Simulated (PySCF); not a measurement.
Compound: ReO₄ (charge -1 and singlet state).
Atom-mapped SMILES: `[O:1]=[Re:2](=[O:3])(=[O:4])[O-:5]`

Computed, not measured: PySCF 2.14.0, PBE0-D3(BJ)/def2-SVP geometry optimisation, gas phase, def2 core potentials past Kr.

**Question.** What internal coordinates does the optimisation give?

**Answer.** 
| bond | length (Å) | order |
| --- | --- | --- |
| O1=Re2 and 3 like bonds | 1.729 | double/single |

Bonds in one row agree within 0.01 Å and their mean is given. Orders are formal, as drawn. A selection of angles:
| angle | degrees |
| --- | --- |
| O1–Re2–O3 | 109.5 |

Re2 (rhenium bonded to 4 O) is tetrahedral (angles from 109.4° to 109.5°). All 4 O–Re bonds measure 1.729 to 1.730 Å.

Point group: Td (every atom within 0.08 Å of its image). Not checked by PBE0-D3(BJ)/def2-SVP frequencies.

---

Species: fluorochlorobromomethane, CHBrClF.
Atom-mapped SMILES: `[F:1][C@@H:2]([Cl:3])[Br:4]` (hydrogens: H5 on C2)

The calculation used PBE0-D3(BJ)/def2-SVP geometry optimisation, gas phase (PySCF).

Give the optimised bond lengths and angles.

| bond | length (Å) |
| --- | --- |
| F1–C2 | 1.331 |
| C2–Cl3 | 1.761 |
| C2–Br4 | 1.938 |
| C2–H5 | 1.097 |

A selection of angles:
| angle | degrees |
| --- | --- |
| F1–C2–Cl3 | 110.1 |
| F1–C2–Br4 | 109.4 |
| F1–C2–H5 | 110.3 |
| Cl3–C2–Br4 | 111.6 |
| Cl3–C2–H5 | 108.5 |
| Br4–C2–H5 | 106.9 |

Point group: C1 (no symmetry element, even within 0.4 Å). Whether it is a minimum is left open (no frequencies).

---

SiHF3.
Bonds: Si1–F3, Si1–F4, Si1–F5. Hydrogens: H2 on Si1.

Theory: PySCF, PBE0-D3(BJ)/def2-SVP geometry optimisation, gas phase.

(1) Give the optimised bond lengths and angles.

Answers

(1) 
```json
{"bond": "Si1–H2", "length (Å)": "1.466"}
{"bond": "Si1–F3, Si1–F4, Si1–F5", "length (Å)": "1.599"}
```

Bonds in one row agree within 0.01 Å and their mean is given. A selection of angles:
```json
{"angle": "H2–Si1–F3", "degrees": "111.0"}
{"angle": "F3–Si1–F4", "degrees": "108.0"}
```

All 3 F–Si bonds measure 1.599 Å. Si1 (silicon bonded to 3 F and H) is tetrahedral (angles from 107.9° to 111.0°).

Point group: C3v (every atom within 0.08 Å of its image). No PBE0-D3(BJ)/def2-SVP frequencies stand behind this structure, so it isn't proved a minimum.

---

Species: GeBrMe3, C3H9BrGe.
Bonds: Ge1–Br2, Ge1–C3, Ge1–C7, Ge1–C11. Hydrogens: H4, H5, H6 on C3; H8, H9, H10 on C7; H12, H13, H14 on C11.

Method used: PBE0-D3(BJ)/def2-SVP geometry optimisation, gas phase (PySCF).

Task: Give the optimised bond lengths and angles.

Result: 
| bond | length (Å) |
| --- | --- |
| Ge1–Br2 | 2.341 |
| Ge1–C3, Ge1–C7, Ge1–C11 | 1.946 |
| C3–H4 and 8 like bonds | 1.100 |

Bonds in one row agree within 0.01 Å and their mean is given. A selection of angles:
| angle | degrees |
| --- | --- |
| Br2–Ge1–C3 | 106.4 |
| C3–Ge1–C7 | 112.3 |
| Ge1–C3–H4 | 110.3 |
| H4–C3–H5 | 108.8 |

Ge1 (germanium bonded to Br and 3 C) is tetrahedral (angles from 106.4° to 112.4°). All 3 C–Ge bonds measure 1.945 to 1.946 Å.

No frequency check.
